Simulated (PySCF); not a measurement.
Isomers C5H7ClO2Si:

A. SMILES O1[SiH2]C=C[C@H](O)/C1=C\Cl
B. SMILES [SiH3][C@@]1(OC=O)C=C(Cl)C1
C. `InChI=1S/C5H7ClO2Si/c1-3(7)8-4-2-9-5(4)6/h2,5H,9H2,1H3/t5-/m1/s1`

Spectrum 1. ¹H NMR (500 MHz, computed): δ 7.66 (m, 1H), 6.60 (m, 1H), 5.84 (s, 1H), 5.71 (m, 1H), 5.69 (m, 1H), 5.02 (m, 1H), 0.71 (br s, 1H). ¹³C{¹H} NMR (computed): δ 158.9 (CH), 158.9 (C), 141.7 (CH), 111.1 (CH), 66.2 (CH).

Spectrum 2. ¹H NMR (500 MHz, computed): δ 6.31 (m, 1H), 4.90 (m, 1H), 4.59 (m, 1H), 4.39 (m, 1H), 2.26 (s, 3H). ¹³C{¹H} NMR (computed): δ 175.0 (C), 166.0 (C), 122.4 (CH), 53.9 (CH), 24.1 (CH3).

Spectrum 3. ¹H NMR (500 MHz, computed): δ 8.01 (s, 1H), 6.10 (s, 1H), 4.35 (s, 3H), 3.10 (m, 1H), 2.92 (m, 1H). ¹³C{¹H} NMR (computed): δ 169.0 (CH), 149.6 (C), 144.4 (CH), 68.0 (C), 52.9 (CH2).

PySCF 2.14 calculation with NMR shieldings at PBE0/pcSseg-1/GIAO and geometry: GFN2-xTB; a single conformation, non-relativistic, in vacuum, rapidly exchanging positions averaged.

References, each an isolated molecule treated in the same way: ¹H, ¹³C vs TMS. Where no couplings were computed, multiplicities follow the n + 1 count of equivalent neighbours, and m marks all less simple cases (inequivalent or close neighbours, rings, F or P nearby). Shifts are as computed. Against solution values, carbons near 30 ppm lie about +3 ppm off and those near 130 ppm about +5 ppm; carbons on Cl a further +6 ppm. Of 1211 compounds with measured shifts, 218 miss one by over three times the rms of a fit or turn the order of signals round; such compounds aren't used in these exercises. Carbons bonded to Cl come out too deshielded. OH and NH positions are gas-phase values without hydrogen bonding to other molecules.

**Question.** Match each spectrum to its structure.

**Answer.** 1–A, 2–C, 3–B.

- Spectrum 1 (A): 5 ¹³C signals; δC 158.9 is an alkene CH; δC 158.9 is an alkene carbon bearing oxygen.
- Spectrum 2 (C): 5 ¹³C signals; δC 175.0 is an ester carbonyl carbon; δC 166.0 is an alkene carbon bearing oxygen.
- Spectrum 3 (B): 5 ¹³C signals; δC 169.0 is an ester carbonyl carbon; δC 149.6 is a fully substituted alkene carbon.
